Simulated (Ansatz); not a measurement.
Relaxation of Cl₃H₄InOSi (10 atoms, charge 0, multiplicity 1), to a largest force component of 0.03 eV/Å in at most 50 steps.

Computed with RKS PBE-D4/def2-SVP (Ansatz).

```xyz
10
Properties=species:S:1:pos:R:3:forces:R:3
In 0.136 0.453 -0.073 -0.02 -0.57 0.70
Cl -0.174 0.255 2.320 0.07 0.03 -0.56
Cl 2.218 1.117 -0.906 0.00 0.01 0.00
Cl -1.750 0.160 -1.430 -0.01 0.00 -0.01
O 0.362 -2.610 0.723 -0.17 0.73 0.33
Si -0.788 -3.726 0.148 0.01 0.01 0.05
H -0.103 -5.036 -0.108 0.00 0.00 0.00
H -1.874 -3.908 1.174 0.00 0.00 -0.01
H -1.377 -3.212 -1.133 0.00 0.00 -0.01
H 0.145 -2.189 1.594 0.13 -0.22 -0.48
```

Where does it end, and by what steps?

The run converged. The force dipped under the threshold on the way, but the program's further checks kept it going. After 17 steps the energy has fallen by 0.552 eV; H8 moved furthest, 0.89 Å. Joined: In1–O5 (3.17 → 2.30 Å).

| step | energy less start (eV) | largest force component (eV/Å) | accepted |
| --- | --- | --- | --- |
| 0 | 0.0000 | 0.731 | yes |
| 1 | -0.2254 | 0.584 | yes |
| 2 | -0.4006 | 0.478 | yes |
| 3 | -0.4284 | 0.917 | yes |
| 4 | -0.4953 | 0.235 | yes |
| 5 | -0.5019 | 0.112 | yes |
| 6 | -0.5098 | 0.134 | yes |
| 7 | -0.5204 | 0.619 | yes |
| 8 | -0.5293 | 0.178 | yes |
| 9 | -0.5291 | 0.263 | no |
| 10 | -0.5351 | 0.027 | yes |
| 11 | -0.5387 | 0.049 | yes |
| 12 | -0.5418 | 0.138 | yes |
| 13 | -0.5447 | 0.132 | yes |
| 14 | -0.5481 | 0.062 | yes |
| 15 | -0.5492 | 0.076 | yes |
| 16 | -0.5509 | 0.018 | yes |
| 17 | -0.5515 | 0.029 | yes |

```xyz
10
Properties=species:S:1:pos:R:3
In 0.020 0.008 0.158
Cl 0.119 0.364 2.508
Cl 1.872 0.582 -1.174
Cl -2.102 -0.222 -0.868
O 0.221 -2.226 0.663
Si -0.740 -3.502 -0.021
H -0.100 -4.789 0.412
H -2.148 -3.424 0.482
H -0.631 -3.293 -1.494
H 0.283 -2.195 1.643
```

Whether the end is a true minimum wasn't checked by a vibrational analysis.

Time of the run: 12 s on 4 threads of AMD EPYC 9R45 96-Core Processor (Zen 5), on a shared host, peak memory 0.23 GiB.
